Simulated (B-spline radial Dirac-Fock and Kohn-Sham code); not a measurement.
Electron momentum distribution of Tc²⁰⁺: Compton profiles

System: Tc²⁰⁺ in the configuration [Ar] 3d5.

These are calculated numbers from a radial finite-basis atomic code; the model is the impulse approximation on Dirac-Fock orbitals of the configuration average with a finite nucleus. pz is in atomic units of momentum; subshell profiles are per electron, for a selection of subshells; open shells are spread over both j values by their weights.

| pz | J total | J 1s1/2 | J 3s1/2 | J 3p3/2 | J 3d5/2 |
| --- | --- | --- | --- | --- | --- |
| 0 | 1.587 | 0.0193 | 0.156 | 0.0951 | 0.0639 |
| 0.3 | 1.584 | 0.0193 | 0.154 | 0.0951 | 0.0639 |
| 0.4 | 1.581 | 0.0193 | 0.153 | 0.0951 | 0.0639 |
| 0.5 | 1.578 | 0.0193 | 0.151 | 0.0951 | 0.0639 |
| 0.6 | 1.574 | 0.0193 | 0.149 | 0.0950 | 0.0639 |
| 0.8 | 1.563 | 0.0193 | 0.145 | 0.0950 | 0.0639 |
| 1 | 1.549 | 0.0193 | 0.139 | 0.0948 | 0.0639 |
| 1.2 | 1.532 | 0.0193 | 0.132 | 0.0944 | 0.0638 |
| 1.4 | 1.513 | 0.0192 | 0.124 | 0.0939 | 0.0638 |
| 1.6 | 1.490 | 0.0192 | 0.116 | 0.0931 | 0.0638 |
| 1.8 | 1.465 | 0.0192 | 0.108 | 0.0921 | 0.0638 |
| 2 | 1.437 | 0.0192 | 0.0990 | 0.0907 | 0.0637 |
| 2.5 | 1.356 | 0.0191 | 0.0772 | 0.0858 | 0.0633 |
| 3 | 1.264 | 0.0190 | 0.0575 | 0.0788 | 0.0624 |
| 4 | 1.060 | 0.0188 | 0.0291 | 0.0600 | 0.0586 |
| 5 | 0.8602 | 0.0185 | 0.0157 | 0.0400 | 0.0519 |
| 7 | 0.5518 | 0.0179 | 0.0114 | 0.0131 | 0.0339 |
| 10 | 0.3103 | 0.0165 | 0.00844 | 0.00363 | 0.0135 |
| 15 | 0.1436 | 0.0137 | 0.00155 | 0.00301 | 0.00235 |
| 20 | 0.07291 | 0.0108 | 0.000372 | 0.00159 | 0.000444 |
| 30 | 0.02400 | 0.00605 | 0.000293 | 0.000292 | 2.57e-05 |
| 40 | 0.009876 | 0.00317 | 0.000154 | 5.92e-05 | 2.60e-06 |
| 60 | 0.002297 | 0.000880 | 3.41e-05 | 4.43e-06 | < 1e-6 |
| 100 | 0.0002556 | 0.000107 | 3.17e-06 | < 1e-6 | < 1e-6 |

J(0) = 1.587. The 3p3/2 subshell gives the largest part, 24 %.

Mean momentum ⟨p⟩ by subshell (a.u.): 1s1/2 38.4, 2s1/2 13.5, 2p1/2 18.1, 2p3/2 17.5, 3s1/2 6.77, 3p1/2 8.05, 3p3/2 7.88, 3d3/2 9.37, 3d5/2 9.30.
